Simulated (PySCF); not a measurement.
Start geometry of `[GeH2]([S][SiH3])[F]` from GFN2-xTB (Å):
```
atom  x, y, z in Å
F1     1.508    1.402   -0.368
Ge2    1.630   -0.206    0.288
S3    -0.113   -0.597    1.565
Si4   -1.654    0.051    0.243
H5     1.718   -1.005   -1.003
H6     2.920   -0.127    1.064
H7    -1.551    1.482    0.031
H8    -2.842   -0.318    1.020
H9    -1.559   -0.700   -0.979
```

Problem. What comes out of this run: PBE0-D3(BJ)/def2-SVP geometry optimisation, gas phase in PySCF 2.14.0?

Solution. 
```
atom  x, y, z in Å
F1     1.6206    1.4531   -0.5443
Ge2    1.7914   -0.0755    0.2820
S3     0.0623   -0.2608    1.6462
Si4   -1.4634    0.3331    0.2363
H5     1.7706   -1.1336   -0.8286
H6     3.0739   -0.0232    1.1187
H7    -1.5583    1.8140    0.1212
H8    -2.7414   -0.2161    0.7702
H9    -1.1664   -0.2616   -1.1007
```

The energy falls by 15.4 kJ/mol over 8 energy and gradient evaluations, the largest force component goes from 0.0199 to 2.5e-04 Eh/bohr, and the atoms move by 0.217 Å rms after alignment. The bond that changes most is Si4–H9 (SiH3 silicon to Si–H hydrogen), which lengthens by 0.055 Å. Bonds longer at the end by more than 0.005 Å: 8 of 8; shorter: 0. Among the angles that change most is F1–Ge2–H6, from 101.9° to 108.1°. Among the dihedrals that turn most is Ge2–S3–Si4–H9, from 57° to 40°. Rotational constants go from 4691, 1647, 1335 to 4505, 1683, 1344 MHz. The orientation of the end geometry is arbitrary; only internal coordinates are fixed.

The run used 107 basis functions and 53 SCF cycles in all. Hardware: one thread of an Arm Neoverse N1 (shared host). Cost: 65 s wall, 0.44 GiB resident at most.

Whether it is a minimum is left open (no frequencies). One conformer, not necessarily the lowest.
